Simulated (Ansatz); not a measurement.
Te3Pb3⁺, relaxed as a doublet with UKS PBE-D4/def2-SVP in Ansatz, starting from the GFN1-xTB geometry. Force threshold 0.03 eV/Å.

In the def2 sets Pb, Te take a core potential; there is no spin–orbit coupling. Another isomer (doublet) lies 0.06 eV lower at PBE0-D4/def2-TZVP; other spin states weren't run for this one.

Start:

```xyz
6

Pb   -1.2268   -1.8609   -0.7609
Pb    1.4777   -0.4023   -1.7967
Pb    0.2974    0.9490    2.0884
Te    0.2706    2.0610   -0.6538
Te   -2.0090    0.8238    0.2446
Te    1.1901   -1.5706    0.8783
```

| step | energy (eV) | largest force component (eV/Å) | SCF passes |
| --- | --- | --- | --- |
| 1 | -37628.2900 | 1.082 | 21 |
| 2 | -37628.6124 | 0.449 | 25 |
| 3 | -37628.6845 | 0.295 | 24 |
| 4 | -37628.6986 | 0.081 | 20 |
| 5 | -37628.6992 | 0.054 | 21 |
| 6 | -37628.6999 | 0.006 | 22 |

Force components are those of the run's own axes.

End:

```tsv
atom	x (Å)	y (Å)	z (Å)
Pb1	-1.281	-1.908	-0.622
Pb2	1.608	-0.346	-1.725
Pb3	0.326	0.850	2.011
Te4	0.174	2.237	-0.730
Te5	-2.144	0.976	0.185
Te6	1.317	-1.808	0.882
```

By distances, no bond broke or formed. The bond that changes most is Pb2–Te4, from 2.97 to 3.12 Å (atoms count from 1).

No frequencies were taken in this run, so the end may be a saddle point.

It took 30 s on 4 threads of Intel Xeon on a shared host.
